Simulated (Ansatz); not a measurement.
Cost and result for the atomization energy of `[CH3][GeH2][Ga]([CH2]O)[Zn][Br]` (15 atoms, 14 bonds).

```csv
atom,x (Å),y (Å),z (Å)
C1,0.161,-0.563,2.747
Ge2,-1.247,-0.058,1.472
Ga3,-0.473,0.248,-0.839
C4,1.453,-0.014,-1.281
O5,1.637,0.220,-2.669
Zn6,-1.822,0.864,-2.765
Br7,-3.101,1.442,-4.559
H8,0.934,0.205,2.781
H9,0.620,-1.507,2.449
H10,-0.260,-0.679,3.747
H11,-2.354,-1.137,1.503
H12,-1.915,1.247,1.964
H13,2.056,0.670,-0.665
H14,1.748,-1.035,-0.994
H15,2.564,0.096,-2.891
```

The species carries charge 0 and has multiplicity 1. For Zn the d shell is correlated and the shells below it are frozen. Correlated methods include outer-core shells of Br, Ga, Ge, which these sets cover unevenly. Scalar relativity is left out up to krypton. The structure was optimised at the PBE0-D4/def2-TZVP level. It is one conformer, not always the lowest. Program: Ansatz. All runs use 5 threads of an AMD EPYC 7R13 on a shared host and a share of an NVIDIA H100 80 GB. Times are those of one run each, without the atoms' runs, and a repeat can differ threefold. Electronic energies, without spin–orbit coupling; frozen cores. CCSD(T)/CBS adds CCSD(T) − MP2 in def2-TZVPP to the MP2 limit, and its time is that of the two runs behind it. T1 = 0.012. With those shells the extrapolation isn't a true limit. HSE06 is the plane-wave form, built on full-range PBE exchange.

CCSD(T)/CBS is a level of theory with its own doubt, some kJ/mol a heavy atom from the limit and from the frozen cores, so smaller differences don't rank the functionals.

| level | functions | wall time |
| --- | --- | --- |
| HSE06-D4/def2-TZVPP | 413 | 9.6 s |
| r2SCAN-D4/def2-TZVPP (with forces) | 413 | 11 s |
| PBE0-D4/def2-TZVPP | 413 | 11 s |
| PBE-QIDH/def2-TZVPP | 413 | 12 s |
| CCSD(T)/def2-SVP | 209 | 13 s |
| B97M-V/def2-TZVPP | 413 | 14 s |
| B2PLYP/def2-TZVPP | 413 | 16 s |
| ωB97X-V/def2-TZVPP | 413 | 16 s |
| LDA (SPW92)/def2-TZVPP | 413 | 17 s |
| MP2/def2-QZVPP | 778 | 19 s |
| ωB97M-V/def2-TZVPP (with forces) | 413 | 20 s |
| CCSD(T)/def2-TZVPP | 413 | 44 s |
| CCSD(T)/CBS(def2) | – | 63 s |

(1) What atomization energy does each give, and how far from CCSD(T)/CBS? (An estimate is asked.)

Results:

(1) The calculation gave: 
```csv
level,atomization (kJ/mol),difference from CCSD(T)/CBS,per bond
HSE06-D4/def2-TZVPP,4655.5,-21.9,-1.6
r2SCAN-D4/def2-TZVPP (with forces),4687.0,9.6,0.7
PBE0-D4/def2-TZVPP,4652.8,-24.6,-1.8
PBE-QIDH/def2-TZVPP,4649.9,-27.5,-2.0
CCSD(T)/def2-SVP,4387.9,-289.5,-20.7
B97M-V/def2-TZVPP,4643.0,-34.4,-2.5
B2PLYP/def2-TZVPP,4572.6,-104.8,-7.5
ωB97X-V/def2-TZVPP,4675.3,-2.1,-0.1
LDA (SPW92)/def2-TZVPP,5334.3,656.9,46.9
MP2/def2-QZVPP,4695.5,18.1,1.3
ωB97M-V/def2-TZVPP (with forces),4634.4,-43.0,-3.1
CCSD(T)/def2-TZVPP,4563.7,-113.7,-8.1
CCSD(T)/CBS(def2),4677.4,0.0,0.0
```

Leaving LDA and LC-ωPBE aside and taking each functional with its dispersion term where it has one, the values, not all of them listed here, spread over 197.1 kJ/mol, from BHLYP-D4 to PBE-D4. LDA lies +666.2 kJ/mol from PBE without D4, its usual overbinding. The D4 term adds +59.1 kJ/mol with B3LYP and +31.9 kJ/mol with PBE0; it sums over pairs of atoms, weighted by their polarisabilities, and B3LYP, whose exchange is more repulsive, gets the larger term. From PBE to PBE0 (25 % exact exchange), in def2-TZVPP and without D4, the atomization energy moves by −47.1 kJ/mol: exact exchange takes away binding that semilocal exchange gives to molecules.

B3LYP here is the variant with VWN-RPA as its local correlation; programs differ in this.

For some Ge, Se and Sn compounds the MP2-based and the directly extrapolated limit differ by 10 to 25 kJ/mol.
